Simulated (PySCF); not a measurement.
H2O3S, SMILES O=[SH](=O)O. Geometry optimised at PBE0-D3(BJ)/def2-SVP. The values are those of a single conformer.

Computed equilibrium geometry at PBE0-D3(BJ)/def2-SVP (PySCF confirms it by a frequency run) as Cartesian coordinates in Å (one conformer of several):
```xyz
6

O     -1.0808    -0.6862    -0.7263
S     -0.1830    -0.0146     0.1738
O     -0.0265     1.4233     0.2190
O      1.2859    -0.6573    -0.0231
H     -0.4306    -0.4709     1.4396
H      1.9301     0.0667     0.0223
```
Charge 0, spin multiplicity 1.
